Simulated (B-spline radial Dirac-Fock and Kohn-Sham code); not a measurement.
**The L1 (2s) level from In to Eu**

The computed values come from a B-spline atomic structure program: relaxed Dirac-Fock hole states (ΔSCF) with Breit and QED corrections and a finite nucleus. Free neutral atoms, energies in eV. Electron correlation is not included. Relaxation, Breit and QED are contributions to the binding energy. "Screened" places the removed electron in the lowest shell with room, a model of an edge from the Fermi level; tabulated edges (Elam, Ravel and Sieber 2002) are for the standard state, and for monatomic gases they compare with the unscreened value. A dash: no value, or a hole state left out as unreliable.

```csv
Z,element,binding,relaxation,Breit,QED,screened,tabulated edge
49,In,4252.6,-35.9,-5.43,-3.70,4246.2,4238
50,Sn,4479.7,-36.2,-5.86,-3.99,4472.1,4465
51,Sb,4713.8,-36.4,-6.31,-4.29,4704.9,4698
52,Te,4955.0,-36.7,-6.78,-4.60,4944.8,4939
53,I,5203.3,-37.0,-7.28,-4.94,5191.7,5188
54,Xe,5458.9,-37.4,-7.81,-5.29,5455.4,5453
55,Cs,5727.5,-37.7,-8.37,-5.66,5723.2,5714
56,Ba,6003.8,-37.9,-8.96,-6.05,6000.0,5989
57,La,6285.1,-38.5,-9.58,-6.46,6278.2,6266
58,Ce,6564.8,-39.7,-10.24,-6.90,6557.9,6548
59,Pr,6843.1,-41.8,-10.95,-7.36,6837.4,6835
60,Nd,7136.7,-42.9,-11.67,-7.84,7131.0,7126
61,Pm,7437.5,-43.9,-12.41,-8.35,7431.9,7428
62,Sm,7745.6,-45.0,-13.20,-8.88,7740.1,7737
63,Eu,8061.3,-46.0,-14.01,-9.43,8055.9,8052
```

Q: With what power of Z do the binding energy and the Breit term grow over this range?

A: Between the end points the binding energy grows as Z^2.54 and the Breit term as Z^3.77.
